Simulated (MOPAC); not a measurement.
MOPAC input (AM1):

```
AM1 FORCE THERMO(298,298) PRECISE LET CHARGE=1 GEO-OK AUX(PRECISION=9) THREADS=1
ClHg

Hg    0.00000000 1    0.00000000 1   -0.36019910 1
Cl    0.00000000 1   -0.00000000 1    1.83503177 1
```

Which zero-point energy does it print?

0.52 kcal/mol, from the harmonic wavenumbers of AM1.
